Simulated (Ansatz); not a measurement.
Geometry optimisation, RKS PBE-D4/6-31G (Ansatz).

The input (input.yaml):

```yaml
crystal:
  periodic: [false, false, false]
  atoms:
    - { symbol: F, position_ang: [0.0181, 1.2329, 0.8543] }
    - { symbol: C, position_ang: [0.1297, 0.3519, -0.1185] }
    - { symbol: "N", position_ang: [-0.1725, -0.8906, 0.0791] }
    - { symbol: Si, position_ang: [-0.6648, -1.3008, 1.6632] }
    - { symbol: Si, position_ang: [0.7874, 0.927, -1.8008] }
    - { symbol: Cl, position_ang: [-0.2883, 2.5744, -2.447] }
    - { symbol: H, position_ang: [-1.9746, -0.5709, 1.9049] }
    - { symbol: H, position_ang: [-0.944, -2.7546, 1.6941] }
    - { symbol: H, position_ang: [0.2915, -0.9244, 2.7111] }
    - { symbol: H, position_ang: [-0.71344, 0.04733, -0.73854] }
    - { symbol: H, position_ang: [0.6772, -0.0904, -2.8406] }
basis:
  gaussian: { orbitals: "6-31G" }
hamiltonian:
  xc: pbe
  dispersion: d4
relax:
  f_tol: 0.02
  max_steps: 50
```

Launched with:

```bash
$ ansatz run input.yaml --threads 1 --pin off --max-ram 2048MiB --backend cpu --events-out ev --progress --plain --runs-dir out
```

Problem. Where does it end, and by what steps?

Solution. The run converged. Limits of this set-up: no polarisation functions. After 39 steps the energy has fallen by 4.612 eV; H8 moved furthest, 2.08 Å. Parted: C2–Si5. Joined: N3–Si5.

| step | energy less start (eV) | largest force component (eV/Å) | accepted |
| --- | --- | --- | --- |
| 0 | 0.0000 | 4.020 | yes |
| 2 | -1.9385 | 2.921 | yes |
| 4 | -2.6198 | 1.757 | yes |
| 6 | -2.9133 | 1.769 | yes |
| 8 | -3.1913 | 1.366 | yes |
| 10 | -3.2555 | 0.487 | yes |
| 12 | -3.3028 | 0.279 | yes |
| 14 | -3.4054 | 0.744 | yes |
| 16 | -3.7078 | 1.190 | yes |
| 18 | -4.2299 | 0.914 | yes |
| 20 | -4.4017 | 0.472 | yes |
| 22 | -4.4716 | 0.128 | yes |
| 24 | -4.5124 | 0.279 | yes |
| 26 | -4.5661 | 0.233 | yes |
| 28 | -4.5862 | 0.156 | yes |
| 30 | -4.5989 | 0.263 | yes |
| 32 | -4.6074 | 0.322 | yes |
| 34 | -4.6108 | 0.044 | yes |
| 36 | -4.6116 | 0.029 | yes |
| 38 | -4.6119 | 0.030 | yes |
| 39 | -4.6119 | 0.016 | yes |

```xyz
11
Properties=species:S:1:pos:R:3
F -1.956 1.273 1.088
C -1.060 1.097 0.033
N -0.232 0.114 0.034
Si -0.211 -1.191 1.380
Si 1.304 -0.110 -1.256
Cl 0.459 1.411 -2.783
H -1.569 -1.840 1.389
H 0.883 -2.121 0.936
H 0.107 -0.525 2.693
H -1.135 1.867 -0.738
H 0.557 -1.375 -1.814
```

Run time: 5.2 min on 1 thread of Intel(R) Xeon(R) Processor @ 2.70GHz (shared host), peak memory 0.22 GiB.
